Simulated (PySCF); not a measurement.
CH6SSeSi, SMILES CS[Se][SiH3].

Geometry optimised at B3LYP-D3(BJ)/def2-SVP. The structure was generated by enumeration, and PubChem lists no compound with its InChIKey, so it may never have been made. Other conformers were not sampled.

Two levels are set side by side: PBE/def2-TZVP (PySCF) and PBE0/def2-TZVP (PySCF). Same geometry, gas phase. Differences are taken from unrounded values.

```tsv
quantity	PBE0	PBE	PBE minus PBE0
orbital gap (eV)	5.33	3.25	-2.09
highest occupied level (eV)	-6.82	-5.64	1.18
lowest empty level (eV)	-1.48	-2.39	-0.91
dipole moment (D)	1.64	1.56	-0.08
mean polarisability (bohr³)	87.7	90.3	2.5
```

PBE's occupied levels lie high since its potential decays too fast outside the molecule; exact exchange lowers them and widens the gap. Differences between two approximate levels are no errors against the true value.

Rough cost on one machine, each run with all the roots and properties that it gave: PBE0 against PBE within a factor of 2.
